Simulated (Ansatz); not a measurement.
Mulliken charges of H5NOSiSn (`[NH2][SnH]1[O][SiH2]1`) from B3LYP/def2-TZVPP in Ansatz (PBE0-D4/def2-TZVP geometry).

```tsv
atom	x (Å)	y (Å)	z (Å)	charge (e)
N1	-0.727	1.573	-1.202	-0.543
Sn2	0.385	-0.057	-0.828	0.719
O3	0.892	-0.120	1.297	-0.571
Si4	0.048	-1.479	1.156	0.386
H5	-0.229	2.452	-1.200	0.134
H6	-1.574	1.667	-0.660	0.133
H7	1.870	0.286	-1.598	-0.124
H8	0.732	-2.795	1.260	-0.065
H9	-1.309	-1.573	1.758	-0.068
```

Q: By hand: the dipole of these point charges (1 e Å = 4.8032 D).

A: Σ q r = (-0.250, -0.594, -0.489) e Å, of length 0.809 e Å = 3.89 D.

Q: How does the dipole of the full density compare? (Estimate.)

A: The calculation gave: (-0.223, -0.156, -0.119) e Å, 1.43 D; the point charges give 2.72 times that, at 31° from its direction.

Point charges leave out the atoms' own dipoles, such as those of lone pairs, and Mulliken's split depends on the basis, so the two needn't agree.

B3LYP here is the variant with VWN-RPA as its local correlation; programs differ in this.
